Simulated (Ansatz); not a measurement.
Bend profile

SiH2BrOF (SMILES O[SiH](F)Br), closed shell, at its PBE0-D4/def2-TZVP minimum:

O1  (0.710, 1.061, -0.340)
Si2  (0.094, -0.339, 0.188)
F3  (0.229, -1.474, -0.912)
Br4  (-2.060, -0.149, 0.622)
H5  (0.230, 1.578, -0.989)
H6  (0.839, -0.742, 1.385)
(Å)

The angle F3–Si2–H6 (109.0° at the minimum) is set to the values below, F3, with anything bonded beyond it, turning rigidly in the plane of the angle. Each method's energies count from its own value at the PBE0-D4 minimum structure. Ansatz 0.2.0; basis: def2-TZVPP; cores frozen in the correlated methods. Filled d shells of the heavier atoms are correlated. The def2 sets are not built for correlating such inner shells, so the correlated values are less sure here. B3LYP uses VWN-RPA correlation.

```csv
angle (°),CCSD(T) (kcal/mol),MP2 (kcal/mol),wB97M-V (kcal/mol)
79.0,23.41,23.46,23.09
86.5,12.45,12.47,12.37
94.0,5.24,5.24,5.31
101.5,1.22,1.21,1.31
109.0,0.00,0.00,0.00
116.5,1.35,1.37,1.17
124.0,5.18,5.24,4.74
131.5,11.52,11.63,10.74
139.0,20.52,20.69,19.31
```

Minimum and curvature along this coordinate at CCSD(T): A fifth-order fit through the nearest points gives 108.7°, with a curvature of about 2 meV/deg².

Largest difference from the CCSD(T) curve over the scan: PBE-D4 2.12; r2SCAN-D4 0.79; PBE0-D4 1.01; B3LYP-D4 0.65 kcal/mol. Each curve counts from its own value at the minimum.

The T1 diagnostic stays at or below 0.011.

For scale, one of the runs: CCSD(T)/def2-TZVPP, 180 basis functions (an equivalent command: `ansatz run in.yaml --threads 4`). Hardware: 4 CPU threads, shared host. Wall time 44 s; peak host memory 1.8 GiB.
